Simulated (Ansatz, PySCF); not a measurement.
The pair A = CH4O (SMILES CO) (first 6 atoms), B = C2H3N (SMILES CC#N); geometry from B3LYP-D3(BJ)/def2-TZVP.
(charge 0, multiplicity 1):
| atom | x (Å) | y (Å) | z (Å) |
|---|---|---|---|
| C | -0.5814 | 0.1871 | -0.7437 |
| O | 0.2525 | -0.7388 | -0.0773 |
| H | -1.6344 | 0.0862 | -0.4514 |
| H | -0.5057 | -0.0139 | -1.8130 |
| H | -0.2743 | 1.2262 | -0.5693 |
| H | 0.1926 | -0.5650 | 0.8728 |
| C | -0.2864 | 0.4811 | 5.3560 |
| C | -0.1766 | 0.2007 | 3.9347 |
| N | -0.0891 | -0.0215 | 2.8122 |
| H | -0.4858 | 1.5412 | 5.5133 |
| H | -1.1007 | -0.0999 | 5.7893 |
| H | 0.6432 | 0.2178 | 5.8608 |

Frozen-core correlation.

The values were computed with Ansatz (Gaussian orbitals); PySCF for the dispersion terms. Each number belongs to the level named beside it.

The monomers are drawn apart, rigid, along the line of their centres of mass. Counterpoise-corrected interaction energies (kcal/mol):

| level | R = 5.321 Å | R = 6.134 Å |
|---|---|---|
| PBE/def2-TZVPPD | -2.9415 | -1.4639 |
| PBE-D3(BJ)/def2-TZVPPD | -3.2682 | -1.6006 |
| wB97M-V/def2-TZVPPD | -3.0459 | -1.5361 |
| CCSD(T)/aug-cc-pVDZ | -3.0382 | -1.5289 |

R is the distance of the centres of mass. Find the local exponent m of E ∝ R⁻ᵐ between the two points.


m = ln(E₁/E₂)/ln(R₂/R₁): PBE/def2-TZVPPD 4.9; PBE-D3(BJ)/def2-TZVPPD 5.0; wB97M-V/def2-TZVPPD 4.8; CCSD(T)/aug-cc-pVDZ 4.8. For scale, two fixed dipoles give m = 3, dipole and quadrupole 4, quadrupoles 5, and dispersion or dipole-induced dipole 6 at long range; at these distances several terms mix, and what is left of overlap and damping shifts m, so it need not match one of them.

Ansatz is a quantum-chemistry and plane-wave program.
